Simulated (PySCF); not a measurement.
A structure optimised at PBE0-D3(BJ)/def2-TZVP, used in a PySCF frequency run:

```
Sn
H 1 1.7093
H 1 1.7093 2 108.84
H 1 1.7093 2 108.84 3 118.49
C 1 2.1395 2 110.10 4 120.76
H 5 1.0899 1 109.96 2 -180.00
H 5 1.0899 6 108.98 1 120.59
H 5 1.0899 6 108.98 7 118.82
```
Charge 0, spin multiplicity 1.

Question: Write its SMILES, formula and point group.

Answer: [CH3][SnH3], CH6Sn, C3v

Question: What are its rotational constants (standard atomic weights)?

Answer: 46.086, 6.8932, 6.8932 GHz
